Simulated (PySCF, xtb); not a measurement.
C2H10OSi3, SMILES O=CC[SiH2][SiH2][SiH3]. The values are those of a single conformer.

Harmonic wavenumbers (cm⁻¹) from GFN2-xTB run with xtb 6.7.1 at its own minimum, in rising order: 16, 29, 40, 73, 98, 134, 230, 324, 368, 395, 438, 452, 489, 499, 551, 563, 610, 665, 679, 781, 804, 810, 821, 830, 837, 917, 1036, 1131, 1155, 1393, 1450, 1755, 2147, 2174, 2192, 2227, 2238, 2246, 2247, 2728, 3001, 3011.

Task: What does PBE-D3(BJ)/def2-SVP run with PySCF give at its own minimum? (The exact figures need the calculation; the answer reports its results.)

Result: 32, 37, 71, 88, 93, 133, 226, 317, 384, 397, 447, 468, 488, 502, 596, 640, 659, 677, 746, 832, 833, 870, 894, 902, 905, 920, 1002, 1100, 1121, 1351, 1372, 1783, 2135, 2148, 2150, 2151, 2165, 2168, 2171, 2765, 2985, 3068. Paired by order, the mean absolute difference is 35 cm⁻¹ and the zero-point energies are 63.7 and 64.0 kcal/mol.
